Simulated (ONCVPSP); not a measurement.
# Before and after: ONCV potential for nickel (Ni)

```
Element                 : nickel
Generator               : ONCVPSP 4.0.1
Type                    : optimised norm-conserving Vanderbilt (ONCV)
Functional              : PBE
Relativity              : non-relativistic
Frozen core             : [Ne]
Valence charge          : 18
Reference configuration : 3s2 3p6 3d8 4s2
Partial waves           : 3s+4s: rc 1.30 bohr, ncon 4, nbas 7, qcut 8.2 1/bohr, 3 projectors, debl 2.3 Ha; 3p: rc 0.90 bohr, ncon 3, nbas 6, qcut 14 1/bohr, 2 projectors, debl 0.8 Ha; 3d: rc 0.75 bohr, ncon 5, nbas 10, qcut 12.2 1/bohr, 2 projectors, debl 1.4 Ha
Local potential         : polynomial inside 0.50 bohr (lpopt 5, dvloc0 1 Ha)
Core correction         : Teter function, fcfact 4, rcfact 1.55
```

In the p channel the program set the typed energies aside and used -2.599, 0.250 Ha.

Change: s: ncon 3, nbas 6.

Cutoffs: the cutoffs (Ha) at which the residual kinetic energy of the hardest occupied pseudo-wave falls to 1 and 0.1 mHa per electron; they do not see the model core or the augmentation charge, which bear on the density cutoff. Errors are all-electron minus pseudo energies relative to the spin-unpolarised reference configuration.

Problem. How do hardness, ghosts and transferability respond?

Solution. The potential gets neither clearly harder nor softer (634 Ha and 704 Ha → 634 Ha and 704 Ha); the d channel sets the loose cutoff, while the largest relative change is in s, which becomes softer; the errors of the 4 common tests hardly move; neither file shows a bound ghost.

```tsv
quantity	base	changed
cutoff, loose	634 Ha	634 Ha
cutoff, tight	704 Ha	704 Ha
loose cutoff by channel	s 23 Ha, p 50 Ha, d 634 Ha	s 15 Ha, p 50 Ha, d 634 Ha
bound ghosts	none	none
GHOST(+) flags under 300 eV	none	none
error for 3s2 3p6 3d8 4s1, meV [ΔE 9.15 eV]	+0.3	+0.4
error for 3s2 3p6 3d8 4s0, meV [ΔE 26.22 eV]	+1.6	+1.8
error for 3s2 3p6 3d7 4s0, meV [ΔE 63.94 eV]	-2.4	-2.4
error for 3s2 3p6 3d8 4s0 4p2, meV [ΔE 9.15 eV]	+0.1	+0.2
s: phases at 1.32 bohr within 0.05 rad from the reference energy up to (Ha; the scan ends near 5)	to the end of the scan	to the end of the scan
p: phases at 0.92 bohr within 0.05 rad from the reference energy up to (Ha; the scan ends near 5)	to the end of the scan	to the end of the scan
d: phases at 0.76 bohr within 0.05 rad from the reference energy up to (Ha; the scan ends near 5)	to the end of the scan	to the end of the scan
rms error of d²Exc/dni dnj with the model core, mHa	1.93	1.95
```
